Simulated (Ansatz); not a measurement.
Geometry optimisation, RKS PBE0-D4/STO-3G (Ansatz).

Input:

```yaml
crystal:
  periodic: [false, false, false]
  atoms:
    - { symbol: Mg, position_ang: [-1.119688, 0.778843, -1.360139] }
    - { symbol: C, position_ang: [0.606547, -0.105395, -0.546809] }
    - { symbol: C, position_ang: [0.321972, -1.202166, 0.505916] }
    - { symbol: Cl, position_ang: [-2.839455, 1.535319, -2.313643] }
    - { symbol: H, position_ang: [0.249445, 1.413844, 1.246845] }
    - { symbol: F, position_ang: [-0.420415, 1.996985, 1.59613] }
    - { symbol: H, position_ang: [1.172158, -0.567449, -1.368536] }
    - { symbol: H, position_ang: [1.29301, 0.637012, -0.11154] }
    - { symbol: H, position_ang: [-0.316372, -1.998076, 0.094959] }
    - { symbol: H, position_ang: [-0.191509, -0.803094, 1.393506] }
    - { symbol: H, position_ang: [1.244507, -1.685723, 0.863412] }
basis:
  gaussian: { orbitals: STO-3G }
hamiltonian:
  xc: pbe0
  dispersion: d4
relax:
  f_tol: 0.03
  max_steps: 50
output:
  orbitals: {}
```

Run as:

```bash
$ ansatz run input.yaml --threads 1 --pin off --max-ram 2048MiB --backend cpu --events-out ev --progress --plain --runs-dir out
```

Question: Where does it end, and by what steps?

Answer: The run converged. The force dipped under the threshold on the way, but the program's further checks kept it going. Limits of this set-up: minimal basis. After 26 steps the energy has fallen by 1.807 eV; F6 moved furthest, 1.57 Å. Joined: Mg1–F6.

```
step  energy less start (eV)  largest force component (eV/Å)  accepted
   0                  0.0000                           1.684       yes
   1                 -0.2221                           1.798       yes
   2                 -0.3816                           2.464       yes
   3                 -0.7325                           2.541       yes
   4                 -1.3271                           2.292       yes
   5                 -1.5032                           2.606       yes
   6                 -1.7287                           0.448       yes
   7                 -1.7594                           0.141       yes
   8                 -1.7635                           0.060       yes
   9                 -1.7650                           0.104       yes
  10                 -1.7663                           0.041       yes
  11                 -1.7669                           0.058       yes
  12                 -1.7680                           0.150       yes
  13                 -1.7698                           0.160       yes
  14                 -1.7746                           0.189       yes
  15                 -1.7746                           0.529        no
  16                 -1.7804                           0.203       yes
  17                 -1.7860                           0.154       yes
  18                 -1.7934                           0.102       yes
  19                 -1.7969                           0.208       yes
  20                 -1.7996                           0.212       yes
  21                 -1.8028                           0.070       yes
  22                 -1.8044                           0.078       yes
  23                 -1.8054                           0.061       yes
  24                 -1.8060                           0.038       yes
  25                 -1.8065                           0.026       yes
  26                 -1.8066                           0.005       yes
```

```xyz
11
Properties=species:S:1:pos:R:3
Mg -0.822 1.134 -0.931
C 0.621 -0.208 -0.683
C 0.611 -0.958 0.676
Cl -1.976 2.504 -2.066
H -0.959 0.550 1.307
F -1.516 1.193 0.812
H 0.585 -0.978 -1.468
H 1.614 0.253 -0.785
H -0.321 -1.524 0.832
H 0.734 -0.274 1.536
H 1.429 -1.690 0.771
```

Whether the end is a true minimum wasn't checked by a vibrational analysis.

The run took 82 s on 1 thread of Intel(R) Xeon(R) Platinum 8259CL CPU @ 2.50GHz (Skylake/Cascade Lake), with other jobs on the host, peak memory 0.21 GiB.
